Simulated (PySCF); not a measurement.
Computed shifts of a molecule C₃H₈OSi, PBE0/pcSseg-1 run with PySCF, GIAO, gas phase, atoms alike by connectivity averaged where their shifts nearly agree, in ppm (number of nuclei): ¹³C: 161.0 (1), 96.9 (1), -2.3 (1). ²⁹Si: -13.7 (1). ¹H: 6.88 (1), 5.25 (2), 4.69 (1), 4.59 (1), 0.72 (3). References: ¹³C against TMS (σ = 186.3 ppm); ¹⁷O against H2O (σ = 334.2 ppm); ²⁹Si against TMS (σ = 352.7 ppm); ¹H against TMS (σ = 31.56 ppm), references at their B3LYP-D3(BJ)/def2-TZVP geometries, non-relativistic. Coordinates come from a B3LYP-D3(BJ)/def2-SVP optimisation. Other conformers were not sampled.

Q: Which molecule gave these data?
(A) [SiH3][C@H]1CCO1
(B) C=CO[SiH2]C
(C) C=CCO[SiH3]
(D) C=C[Si@@H](C)O

A: B, C=CO[SiH2]C
